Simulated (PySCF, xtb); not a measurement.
B(H)(NCO)(OMe) (C2H4BNO2), SMILES COBN=C=O. Other conformers were not sampled.

Harmonic wavenumbers (cm⁻¹) from xtb with GFN2-xTB at its own minimum, in rising order: 66, 93, 132, 220, 272, 436, 516, 519, 778, 904, 984, 1095, 1131, 1150, 1310, 1412, 1467, 1471, 1568, 2515, 2569, 2956, 2966, 2977.

Problem. What does PBE-D3(BJ)/def2-SVP run with PySCF give at its own minimum? (An estimate is asked for; the answer gives what the named calculation found.)

Solution. 41, 79, 138, 212, 283, 409, 554, 587, 864, 895, 989, 1101, 1145, 1158, 1341, 1416, 1419, 1441, 1579, 2421, 2526, 2953, 3048, 3055. Paired by order, the mean absolute difference is 31 cm⁻¹ and the zero-point energies are 42.2 and 42.4 kcal/mol.
